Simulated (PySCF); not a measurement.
Delta-SCF ions had no search for a lower state. Excitations are Tamm–Dancoff values on a coarser integration grid. The basis has no diffuse functions, so Rydberg states are missing or too high.

Z-matrix (Å, degrees):
```
C
O 1 1.3389
H 2 0.9755 1 108.11
C 1 1.3564 2 137.75 3 180.00
H 4 1.0884 1 141.32 2 0.00
B 4 1.4792 5 155.91 1 180.00
H 6 1.1894 4 151.33 5 0.00
```
Charge 0, multiplicity 1.

Give the LUMO, T1 excitation (TDA), S1–T1 gap (TDA), vertical ionisation energy (Delta-SCF), HOMO–LUMO gap, S1 oscillator strength, HOMO and dipole moment at the level PySCF with PBE-D3(BJ)/def2-TZVP.


```yaml
LUMO: -0.86 eV
T1 excitation (TDA): 5.41 eV
S1–T1 gap (TDA): 0.62 eV
vertical ionisation energy (Delta-SCF): 10.30 eV
HOMO–LUMO gap: 5.83 eV
S1 oscillator strength: 0.001
HOMO: -6.69 eV
dipole_moment: 1.26 D
```
